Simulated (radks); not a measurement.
Q: Species: Co8+. Configuration: [Ar] 3d1. All-electron calculation, Dirac Kohn-Sham, PBE, spin-unpolarised, spherical densities, point nucleus; open shells are shared between the two j in proportion to 2j + 1. Program: a radial shooting solver on a logarithmic mesh with Libxc functionals.

Spin-orbit splittings of the eigenvalues, e(l+1/2) - e(l-1/2), with zeta = 2 splitting/(2l+1) and mean radii in bohr:

| shell | occ. | splitting (eV) | zeta (eV) | <r> j=l-1/2 | <r> j=l+1/2 |
|---|---|---|---|---|---|
| 2p | 6 | ? | ? | 0.2225 | 0.2256 |
| 3p | 6 | 2.336 | 1.557 | 0.7248 | 0.7313 |
| 3d | 1 | 0.3558 | 0.1423 | 0.7209 | 0.7227 |
| 4p | 0 | 0.5844 | 0.3896 | 1.669 | 1.679 |

Estimate the 2p splitting.

A: 14.81 eV (zeta = 9.876 eV).
